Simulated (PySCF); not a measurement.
C5H9N2 (charge +1).
SMILES with atom numbers: `[NH2:1]/[CH:2]=[CH:3]/[CH:4]=[CH:5]\[CH:6]=[NH2+:7]` (hydrogens: H8, H9 on N1; H10 on C2; H11 on C3; H12 on C4; H13 on C5; H14 on C6; H15, H16 on N7)

A GFN2-xTB structure was refined with B3LYP/def2-SVP geometry optimisation, gas phase in PySCF. Its GFN2-xTB values:

```
coordinate  GFN2-xTB
     N1–C2   1.320 Å
     N1–H8   1.010 Å
     C2=C3   1.380 Å
    C2–H10   1.083 Å
     C3–C4   1.389 Å
    C3–H11   1.080 Å
     C4=C5   1.390 Å
    C4–H12   1.083 Å
     C5–C6   1.380 Å
    C5–H13   1.081 Å
     C6=N7   1.320 Å
    C6–H14   1.082 Å
    N7–H15   1.008 Å
    N7–H16   1.010 Å
  N1–C2–C3    124.6°
  C2–C3–C4    121.1°
  C3–C4–C5    128.2°
  C4–C5–C6    125.8°
  C5–C6–N7    123.5°
```

**Question.** How do these coordinates change at the B3LYP/def2-SVP level?

**Answer.** 
| coordinate | B3LYP/def2-SVP (Å or °) | change |
| --- | --- | --- |
| C3–H11 | 1.094 | +0.014 |
| C4–H12 | 1.097 | +0.014 |
| C2–H10 | 1.096 | +0.013 |
| C5–H13 | 1.094 | +0.013 |
| C6–H14 | 1.095 | +0.013 |
| C4=C5 | 1.402 | +0.012 |
| C2=C3 | 1.391 | +0.011 |
| C5–C6 | 1.391 | +0.011 |
| C3–C4 | 1.399 | +0.010 |
| N1–C2 | 1.327 | +0.007 |
| N7–H15 | 1.015 | +0.007 |
| N7–H16 | 1.017 | +0.007 |
| C6=N7 | 1.326 | +0.006 |
| N1–H8 | 1.016 | +0.006 |
| C3–C4–C5 | 129.7 | +1.5 |
| C5–C6–N7 | 125.0 | +1.5 |
| N1–C2–C3 | 126.0 | +1.4 |
| C4–C5–C6 | 124.6 | -1.2 |
| C2–C3–C4 | 120.0 | -1.1 |

The energy falls by 4.7 kJ/mol over 6 energy and gradient evaluations, the largest force component goes from 0.0092 to 4.4e-04 Eh/bohr, and the atoms move by 0.049 Å rms after alignment. Among the bonds, C2–H10, C3–H11, C4–H12, C5–H13 and C6–H14 change most and about equally (+0.013 to +0.014 Å). Bonds longer at the end by more than 0.005 Å: 15 of 15; shorter: 0. Rotational constants go from 10942, 947.0, 871.5 to 11054, 924.4, 853.0 MHz.

The run used 143 basis functions and 41 SCF cycles in all.

Whether it is a minimum is left open (no frequencies). The structure is a single B3LYP/def2-SVP conformer in the gas phase; no vibrational or solvent corrections.

Conformer computed: `[NH2:1]/[CH:2]=[CH:3]/[CH:4]=[CH:5]\[CH:6]=[NH2+:7]`: C2–C3–C4–C5 180°, C4–C5–C6–N7 180°, H–N1–C2–C3 0°, H–N1–C2–C3 180°.
